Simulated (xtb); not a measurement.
Br3Sb, charge +1, doublet, at a GFN2-xTB geometry (a state made from the parent by changing its charge; the spin is typed, not shown lowest); xtb with GFN2-xTB.

Here is a job for xtb.
```
$ xtb mol.xyz --gfn 2 --chrg 1 --uhf 1 --opt --json

# file mol.xyz
4

Sb    -0.00424655    -0.01061037     0.90041461
Br     0.54273096    -2.14698769    -0.46015488
Br     1.59562012     1.54932591    -0.41163234
Br    -2.13216325     0.61312260    -0.44024549
```

**Question.** What does xtb print? Leave out banner, timings and long lists.

**Answer.** 
```
   ID    Z sym.   atoms
    1   51 Sb     1
    2   35 Br     2-4

           -------------------------------------------------
          |                Calculation Setup                |
           -------------------------------------------------

           -------------------------------------------------
          |                 G F N 2 - x T B                 |
           -------------------------------------------------

          ...................................................
          :                      SETUP                      :
          :.................................................:
          :  # basis functions                  40          :
          :  # atomic orbitals                  36          :
          :  # shells                           12          :
          :  # electrons                        25          :
          :  max. iterations                   250          :
          :  Hamiltonian                  GFN2-xTB          :
          :  restarted?                      false          :
          :  GBSA solvation                  false          :
          :  PC potential                    false          :
          :  electronic temp.          300.0000000     K    :
          :  accuracy                    1.0000000          :
          :  -> integral cutoff          0.2500000E+02      :
          :  -> integral neglect         0.1000000E-07      :
          :  -> SCF convergence          0.1000000E-05 Eh   :
          :  -> wf. convergence          0.1000000E-03 e    :
          :  Broyden damping             0.4000000          :
          :  net charge                          1          :
          :  unpaired electrons                  1          :
          ...................................................

 iter      E             dE          RMSdq      gap      omega  full diag
   1    -14.0589889 -0.140590E+02  0.116E+01    3.93       0.0  T
   2    -14.0454420  0.135469E-01  0.618E+00    3.45       1.0  T
   3    -13.9847948  0.606473E-01  0.640E+00    4.33       1.0  T
   4    -14.0588581 -0.740633E-01  0.324E+00    3.44       1.0  T
   5    -14.0838203 -0.249622E-01  0.150E+00    3.76       1.0  T
   6    -14.0815085  0.231183E-02  0.132E+00    3.84       1.0  T
   7    -14.0833780 -0.186950E-02  0.137E+00    3.72       1.0  T
   8    -14.0792534  0.412455E-02  0.241E+00    3.80       1.0  T
   9    -14.0825804 -0.332699E-02  0.216E+00    3.81       1.0  T
  10    -14.0833987 -0.818248E-03  0.167E+00    3.79       1.0  T
  11    -14.0839271 -0.528454E-03  0.120E+00    3.78       1.0  T
  12    -14.0840157 -0.886313E-04  0.827E-01    3.78       1.0  T
  13    -14.0842259 -0.210110E-03  0.184E-01    3.77       1.0  T
  14    -14.0842076  0.182743E-04  0.321E-01    3.77       1.0  T
  15    -14.0842746 -0.670009E-04  0.508E-02    3.77       1.0  T
  16    -14.0842782 -0.364492E-05  0.199E-02    3.77       2.5  T
  17    -14.0842787 -0.487499E-06  0.989E-03    3.76       5.1  T
  18    -14.0842786  0.677943E-07  0.167E-02    3.76       3.0  T
  19    -14.0842788 -0.144804E-06  0.102E-02    3.76       4.9  T
  20    -14.0842788 -0.571854E-07  0.425E-03    3.76      11.8  T
  21    -14.0842789 -0.156232E-07  0.434E-04    3.76     115.1  T
  22    -14.0842789  0.984102E-12  0.705E-04    3.76      71.0  T

   *** convergence criteria satisfied after 22 iterations ***

         :::::::::::::::::::::::::::::::::::::::::::::::::::::
         ::                     SUMMARY                     ::
         :::::::::::::::::::::::::::::::::::::::::::::::::::::
         :: total energy             -14.081018103708 Eh    ::
         :: gradient norm              0.000002512744 Eh/a0 ::
         :: HOMO-LUMO gap              3.763999464102 eV    ::
         ::.................................................::
         :: SCC energy               -14.084277285439 Eh    ::
         :: -> isotropic ES            0.132940332832 Eh    ::
[...]
 * total energy  :   -14.0810181 Eh     change       -0.3464109E-09 Eh
   *** GEOMETRY OPTIMIZATION CONVERGED AFTER 1 ITERATIONS ***
         :: total energy             -14.081018104091 Eh    ::
[...]
         1        2.0000           -1.1484228             -31.2502
         2        2.0000           -1.0503069             -28.5803
         3        2.0000           -1.0503069             -28.5803
         4        2.0000           -1.0149703             -27.6187
         5        2.0000           -0.7027685             -19.1233
         6        2.0000           -0.7027685             -19.1233
         7        2.0000           -0.6842812             -18.6202
         8        2.0000           -0.6622859             -18.0217
         9        2.0000           -0.6622859             -18.0217
        10        1.8850           -0.6541669             -17.8008
        11        1.8850           -0.6541668             -17.8008
        12        1.6993           -0.6530300             -17.7699
        13        1.5307           -0.6523449             -17.7512 (HOMO)
        14                         -0.5140214             -13.9872 (LUMO)
        15                         -0.5140214             -13.9872
        16                         -0.4772614             -12.9869
        17                         -0.2068262              -5.6280
        18                         -0.2068262              -5.6280
        19                         -0.2044509              -5.5634
        20                         -0.2044509              -5.5634
        21                         -0.2011628              -5.4739
        22                         -0.1983677              -5.3979
        23                         -0.1915932              -5.2135
        24                         -0.1915932              -5.2135
       ...                                ...                  ...
        36                          0.6719289              18.2841
      -------------------------------------------------------------
                  HL-Gap            0.1383235 Eh            3.7640 eV
             Fermi-level           -0.6177056 Eh          -16.8086 eV

     #   Z          covCN         q      C6AA      α(0)
     1  51 Sb       2.503     0.600   348.530    35.692
     2  35 Br       0.839     0.133   181.141    21.700
     3  35 Br       0.839     0.133   181.140    21.700
     4  35 Br       0.839     0.133   181.141    21.700

 Mol. C6AA /au·bohr⁶  :       3469.068116
 Mol. C8AA /au·bohr⁸  :     263240.069769
 Mol. α(0) /au        :        100.791144

Wiberg/Mayer (AO) data.
largest (>0.10) Wiberg bond orders for each atom

 ---------------------------------------------------------------------------
     #   Z sym  total        # sym  WBO       # sym  WBO       # sym  WBO
 ---------------------------------------------------------------------------
     1  51 Sb   3.366 --     3 Br   1.122     4 Br   1.122     2 Br   1.122
     2  35 Br   1.253 --     1 Sb   1.122
     3  35 Br   1.253 --     1 Sb   1.122
     4  35 Br   1.253 --     1 Sb   1.122
 ---------------------------------------------------------------------------

Topologies differ in total number of bonds
Writing topology from bond orders to xtbtopo.mol

molecular dipole:
                 x           y           z       tot (Debye)
 q only:       -0.003      -0.008       0.689
   full:       -0.010      -0.026       2.201       5.595
molecular quadrupole (traceless):
                xx          xy          yy          xz          yz          zz
 q only:        0.755      -0.000       0.755       0.011       0.027      -1.510
  q+dip:       -2.494       0.000      -2.493      -0.035      -0.088       4.987
   full:       -2.480       0.000      -2.479      -0.035      -0.088       4.959

optimized geometry written to: xtbopt.xyz

           -------------------------------------------------
          | TOTAL ENERGY              -14.081018104091 Eh   |
          | GRADIENT NORM               0.000002805739 Eh/α |
          | HOMO-LUMO GAP               3.763973709576 eV   |
           -------------------------------------------------

normal termination of xtb
```
